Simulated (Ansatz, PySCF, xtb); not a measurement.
Potential energy curve for C2, singlet.

Levels of theory: RKS-B3LYP/3-21G = restricted B3LYP/3-21G run with PySCF; FCI = full CI/def2-SVP, frozen core (Ansatz, a first-principles code); GFN1-xTB (xtb); RHF/6-31G* = restricted Hartree-Fock/6-31G*, spherical d (PySCF); RMP2/6-31G* = restricted MP2 (frozen core)/6-31G*, spherical d in PySCF.

Energies are in kJ/mol, each relative to the lowest point of its own curve near equilibrium.

```
R / Å  RKS-B3LYP/3-21G    FCI  GFN1-xTB  RHF/6-31G*  RMP2/6-31G*
-----  ---------------  -----  --------  ----------  -----------
0.92             915.0  920.0     641.0       866.8        972.0
1.00             440.9  447.4       [?]       408.8        479.3
1.08             174.9  180.0      50.7       154.6        196.8
1.11             113.2  117.4      18.0        96.8        129.8
1.19              20.3   22.2       0.0        13.3         26.0
1.22               [?]    7.1      12.6         2.5          8.9
1.25               0.3    0.5      32.8         0.0          0.9
1.26               0.0    0.0      41.0         0.8          0.0
1.35              25.1   23.9     138.7        35.7         22.8
1.36              30.2   29.1     151.5         [?]         28.1
1.45              89.7   89.2     276.4       111.7         90.2
1.54             161.9  162.4     408.8       195.0        167.2
1.70             293.6  279.9     594.5       348.6        305.1
1.87             418.5  366.2       [?]       498.6        421.2
2.03             517.0  436.3     848.5       621.3        490.9
2.23             616.3  501.7     978.0         [?]        526.2
2.48             710.0  550.4    1100.6         [?]        503.4
2.77             786.4  575.7    1195.8      1003.1        406.0
3.05             836.1  585.6    1251.6      1091.1        259.6
```

### Question
What belongs in the gaps?

### Answer

- 1.00, GFN1-xTB: 239.0
- 1.22, RKS-B3LYP/3-21G: 6.1
- 1.36, RHF/6-31G*: 42.0
- 1.87, GFN1-xTB: 728.1
- 2.23, RHF/6-31G*: 751.4
- 2.48, RHF/6-31G*: 883.6

The scan ran from 0.92 to 4.98 Å; beyond the distances shown full CI changes its symmetry label. The restricted form behind RKS-B3LYP/3-21G, RHF/6-31G*, RMP2/6-31G* keeps the bonding electrons paired and can't separate into open-shell fragments. Also computed but left out beside FCI, since their determinant holds another spin at the minimum (<S²> over 0.7 above the pure value): UHF, UCCSD, UCCSD(T), UCCSDT, UCCSDT(Q), UKS-B3LYP, UKS-PBE, UKS-B3LYP/6-31G*, UMP2/6-31G*, UKS-B3LYP/3-21G, UHF/6-31G*.
